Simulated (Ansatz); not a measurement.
Relaxation of C₂H₅BrFNOSi (12 atoms, charge 0, multiplicity 1), to a largest force component of 0.015 eV/Å in at most 40 steps.

The calculation used RHF/def2-SVP in Ansatz.

```xyz
12
Properties=species:S:1:pos:R:3
N -0.069 -2.149 -0.765
Si 0.650 -0.585 -0.804
Br 0.328 0.248 -2.838
C -0.143 0.524 0.432
O -1.438 0.052 0.909
C 0.300 1.694 0.840
F 1.508 2.149 0.399
H -1.050 -1.923 -1.042
H -0.154 -2.386 0.236
H 2.083 -0.783 -0.449
H -1.825 0.727 1.550
H -0.114 2.377 1.566
```

**Question.** Where does it end, and by what steps?

**Answer.** It converged. After 24 steps the energy has fallen by 0.783 eV; H9 moved furthest, 1.27 Å.

```csv
step,energy less start (eV),largest force component (eV/Å),accepted
0,0.0000,3.584,yes
1,-0.4505,1.575,yes
2,-0.5700,0.672,yes
3,-0.6332,0.378,yes
4,-0.6576,0.259,yes
5,-0.6599,0.532,yes
6,-0.6786,0.259,yes
7,-0.6828,0.147,yes
8,-0.6781,0.941,no
9,-0.6895,0.095,yes
10,-0.6946,0.237,yes
11,-0.6975,0.356,yes
12,-0.6980,0.457,yes
13,-0.7209,0.285,yes
14,-0.7458,0.322,yes
15,-0.7644,0.675,yes
16,-0.7724,0.442,yes
17,-0.7779,0.322,yes
18,-0.7462,1.712,no
19,-0.7815,0.047,yes
20,-0.7824,0.022,yes
21,-0.7827,0.051,yes
22,-0.7828,0.034,yes
23,-0.7829,0.015,yes
24,-0.7829,0.007,yes
```

```xyz
12
Properties=species:S:1:pos:R:3
N -0.095 -2.079 -0.404
Si 0.609 -0.566 -0.737
Br 0.258 0.146 -2.854
C -0.242 0.659 0.422
O -1.552 0.364 0.625
C 0.353 1.693 0.988
F 1.632 1.957 0.760
H -1.064 -2.122 -0.151
H 0.211 -2.917 -0.859
H 2.065 -0.599 -0.583
H -1.984 1.006 1.169
H -0.113 2.403 1.659
```

Time of the run: 88 s on 2 threads of Arm Neoverse V2, with other jobs on the host, peak memory 0.46 GiB.
